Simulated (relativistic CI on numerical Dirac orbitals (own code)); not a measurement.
**What each ingredient does to the levels of Ru¹⁷⁺**

Base calculation: Dirac-Coulomb-Breit CI, separate exchange-only KLI orbitals for each configuration, model QED, unscaled Slater integrals.

Configuration list (outside the closed core [Ne]): 3s²3p⁶3d⁹, 3s²3p⁵3d¹⁰, 3s3p⁶3d¹⁰, 3s²3p⁶3d⁸4s, 3s²3p⁶3d⁸4p, 3s²3p⁶3d⁸4d, 3s²3p⁶3d⁷4s², 3s²3p⁶3d⁸4f, 3s²3p⁶3d⁷4s4p, 3s²3p⁵3d⁹4s, 3s²3p⁴3d¹⁰4s, 3s²3p⁶3d⁸5s, 3s²3p⁶3d⁷4p², 3s²3p⁶3d⁸5p, 3s²3p⁵3d⁹4p, 3s²3p⁶3d⁷4s4d. Levels of other configurations are missing.

Variants: (1) valence Slater integrals scaled by 0.9; (2) Breit term removed. Shifts of the energy above 3s²3p⁶3d⁹ ²D5/2, in cm⁻¹, for the lowest level and the first level of each name with at least 55 % of one term (blank where a level changes its place among those of its configuration and J or its character, or is not in the variant):

| Level | Base | Δ(1) | Δ(2) |
| --- | --- | --- | --- |
| 3s²3p⁶3d⁹ ²D5/2 | 0 | 0 | 0 |
| 3s²3p⁶3d⁹ ²D3/2 | 35274 | -29 | +1325 |
| 3s²3p⁵3d¹⁰ ²P°3/2 | 1456404 | +1319 | +3690 |
| 3s²3p⁵3d¹⁰ ²P°1/2 | 1642778 | +1456 | +6682 |
| 3s²3p⁶3d⁸4s ⁴F9/2 | 2262951 | +4282 | +293 |
| 3s²3p⁶3d⁸4s ⁴F5/2 | 2295972 | +3025 | +514 |
| 3s²3p⁶3d⁸4s ⁴F3/2 | 2298566 | +2149 | +57 |
| 3s²3p⁶3d⁸4s ⁴P1/2 | 2343016 | -1149 | -92 |
| 3s²3p⁶3d⁸4s ⁴P3/2 | 2349202 | -477 | +531 |
| 3s²3p⁶3d⁸4s ²P1/2 | 2361859 | -2419 | +199 |
| 3s²3p⁶3d⁸4s ²D5/2 | 2363444 | +554 | +2245 |
| 3s²3p⁶3d⁸4s ²G9/2 | 2365666 | -3099 | +1701 |
| 3s²3p⁶3d⁸4s ²G7/2 | 2366051 | -3080 | +1624 |
| 3s²3p⁶3d⁸4p ⁴D°7/2 | 2537486 | +4890 | -651 |

At this charge energies of transitions that change n are usually good to better than 1 %, and those within a shell (Δn = 0) to a few per cent.

Ionisation energy from the two ground configurations alone: base 723.722 eV; valence Slater integrals scaled by 0.9 724.128 eV; Breit term removed 723.934 eV. The NIST ASD value (theoretical) is 723 eV.

LS names give the leading component of a level, which can be under half, so a name can repeat, a term be missing and a line seem to break the LS rules.
